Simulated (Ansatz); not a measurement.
Relaxation of CH5BSSe2 (10 atoms, charge 0, multiplicity 1), to a largest force component of 0.015 eV/Å in at most 40 steps.

The calculation used Ansatz 0.2.0, RKS B3LYP-D4/def2-SVP.

```xyz
10
Properties=species:S:1:pos:R:3:forces:R:3
B -0.493 0.095 1.742 -1.46 1.13 -1.68
C -0.019 -0.329 0.304 -0.08 0.06 1.10
S 1.596 0.395 -0.018 0.90 1.39 0.47
Se -1.191 0.248 -1.088 -1.15 -0.19 -0.87
Se -0.307 -1.259 -2.700 -0.98 -0.51 0.35
H 0.075 -0.116 2.700 1.13 -0.71 1.51
H -1.520 0.753 1.841 0.29 -0.07 -0.01
H 0.103 -1.415 0.298 0.17 -0.29 -0.23
H 1.161 1.738 0.032 0.43 -1.23 -0.05
H -1.333 -2.289 -2.221 0.75 0.42 -0.58
```

**Question.** Where does it end, and by what steps?

**Answer.** It converged. After 11 steps the energy has fallen by 0.822 eV; H7 moved furthest, 0.87 Å. Joined: B1–S3 (2.75 → 2.13 Å).

```
step  energy less start (eV)  largest force component (eV/Å)  accepted
   0                  0.0000                           1.683       yes
   1                 -0.3898                           0.848       yes
   2                 -0.4734                           0.707       yes
   3                 -0.5603                           0.438       yes
   4                 -0.6459                           0.387       yes
   5                 -0.7353                           0.479       yes
   6                 -0.7976                           0.268       yes
   7                 -0.8095                           0.224       yes
   8                 -0.8161                           0.166       yes
   9                 -0.8205                           0.121       yes
  10                 -0.8216                           0.038       yes
  11                 -0.8224                           0.013       yes
```

```xyz
10
Properties=species:S:1:pos:R:3
B -0.295 0.298 1.769
C -0.225 -0.518 0.436
S 1.378 0.478 0.458
Se -1.495 -0.114 -0.959
Se -0.448 -1.015 -2.877
H 0.076 -0.231 2.786
H -0.891 1.345 1.793
H 0.064 -1.574 0.456
H 0.900 1.537 -0.236
H -0.993 -2.384 -2.736
```

Whether the end is a true minimum wasn't checked by a vibrational analysis.

Time of the run: 51 s on 2 threads of Intel(R) Xeon(R) Platinum 8488C (Sapphire Rapids), on a shared host, peak memory 0.42 GiB.
